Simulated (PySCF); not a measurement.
**Partial charges of `CCO[Si@H](O)[SiH2][SiH2]C#N`**

C3H11NO2Si3.
Structure used (GFN2-xTB), in Å, numbered top down from 1:
```
atom  x, y, z in Å
C1     2.039    0.861    1.366
C2     2.186    0.167    0.020
O3     1.048   -0.612   -0.238
Si4    0.140   -0.673   -1.590
O5    -0.183    0.800   -2.201
Si6   -1.669   -1.686   -0.601
Si7   -2.379   -0.438    1.244
C8    -1.783    1.278    0.787
N9    -1.348    2.259    0.377
H10    1.178    1.525    1.346
H11    2.932    1.440    1.585
H12    1.890    0.122    2.149
H13    2.321    0.911   -0.773
H14    3.059   -0.497    0.022
H15    0.852   -1.234   -2.738
H16   -0.489    1.528   -1.660
H17   -1.445   -3.067   -0.140
H18   -2.815   -1.803   -1.524
H19   -1.734   -0.654    2.547
H20   -3.805   -0.216    1.524
```

Density: PBE0/pcSseg-1 (PySCF); schemes: Mulliken, IAO, Hirshfeld and ESP-fitted. One conformer (not necessarily the lowest) at the GFN2-xTB geometry, without solvent, vibrations or thermal averaging.

Question: Do the Mulliken, IAO, Hirshfeld and ESP-fitted schemes agree on where the charge is highest?

Answer: All schemes agree: Mulliken Si4 (+0.962); IAO Si4 (+1.102); Hirshfeld Si4 (+0.384); ESP-fitted Si4 (+0.668).

Question: Do the Mulliken, IAO, Hirshfeld and ESP-fitted schemes agree on where the charge is lowest?

Answer: The schemes don't all agree: Mulliken O3 (-0.657); IAO O5 (-0.790); Hirshfeld O5 (-0.307); ESP-fitted O5 (-0.657).

Question: Tabulate the Mulliken, IAO, Hirshfeld and ESP-fitted charges.

Answer: In e:

| atom | environment | Mulliken | IAO | Hirshfeld | ESP-fitted |
| --- | --- | --- | --- | --- | --- |
| C1 | methyl carbon | -0.300 | -0.426 | -0.125 | -0.382 |
| C2 | sp3 carbon bound to oxygen | +0.022 | -0.039 | +0.013 | +0.306 |
| O3 | silyl ether oxygen | -0.657 | -0.659 | -0.223 | -0.509 |
| Si4 | oxygen-bound silicon | +0.962 | +1.102 | +0.384 | +0.668 |
| O5 | silanol oxygen | -0.562 | -0.790 | -0.307 | -0.657 |
| Si6 | SiH2 silicon | -0.117 | +0.105 | +0.153 | +0.013 |
| Si7 | SiH2 silicon | +0.451 | +0.461 | +0.295 | +0.361 |
| C8 | cyano carbon | -0.163 | -0.126 | -0.013 | +0.134 |
| N9 | cyano nitrogen | -0.276 | -0.234 | -0.188 | -0.392 |
| H10 | methyl hydrogen | +0.143 | +0.151 | +0.032 | +0.119 |
| H11 | methyl hydrogen | +0.112 | +0.145 | +0.047 | +0.093 |
| H12 | methyl hydrogen | +0.114 | +0.144 | +0.040 | +0.108 |
| H13 | methylene hydrogen | +0.104 | +0.125 | +0.040 | +0.022 |
| H14 | methylene hydrogen | +0.114 | +0.135 | +0.039 | +0.016 |
| H15 | Si–H hydrogen | -0.110 | -0.146 | -0.078 | -0.094 |
| H16 | hydroxyl hydrogen | +0.258 | +0.367 | +0.147 | +0.420 |
| H17 | Si–H hydrogen | -0.018 | -0.075 | -0.069 | -0.037 |
| H18 | Si–H hydrogen | -0.022 | -0.085 | -0.075 | -0.056 |
| H19 | Si–H hydrogen | -0.027 | -0.077 | -0.056 | -0.064 |
| H20 | Si–H hydrogen | -0.030 | -0.077 | -0.056 | -0.069 |

Mean size of the charges over all atoms: IAO 0.273 e, Mulliken 0.228 e, ESP-fitted 0.226 e, Hirshfeld 0.119 e. Each set sums to the total charge, 0, to within 0.001 e. The IAO scheme projects the occupied orbitals on a minimal set of polarised atomic orbitals and counts the electrons in each atom's part of it.

Question: Sum the charges by element, for elements with more than one atom.

Answer: 
```json
{"element": "C", "atoms": "3", "Mulliken": "-0.441", "IAO": "-0.591", "Hirshfeld": "-0.125", "ESP-fitted": "+0.058"}
{"element": "O", "atoms": "2", "Mulliken": "-1.219", "IAO": "-1.449", "Hirshfeld": "-0.530", "ESP-fitted": "-1.166"}
{"element": "Si", "atoms": "3", "Mulliken": "+1.296", "IAO": "+1.668", "Hirshfeld": "+0.832", "ESP-fitted": "+1.042"}
{"element": "H", "atoms": "11", "Mulliken": "+0.640", "IAO": "+0.606", "Hirshfeld": "+0.011", "ESP-fitted": "+0.458"}
```

Question: How many electrons does the Hirshfeld scheme count on C8?

Answer: Z − q = 6 − (-0.013) = 6.013.

Question: How closely do the schemes follow one another over all atoms?

Answer: Correlation coefficient and root-mean-square difference: Mulliken with IAO 0.98, 0.093 e; IAO with Hirshfeld 0.95, 0.243 e; IAO with ESP-fitted 0.92, 0.158 e; Hirshfeld with ESP-fitted 0.92, 0.175 e; Mulliken with Hirshfeld 0.91, 0.200 e; Mulliken with ESP-fitted 0.91, 0.138 e.
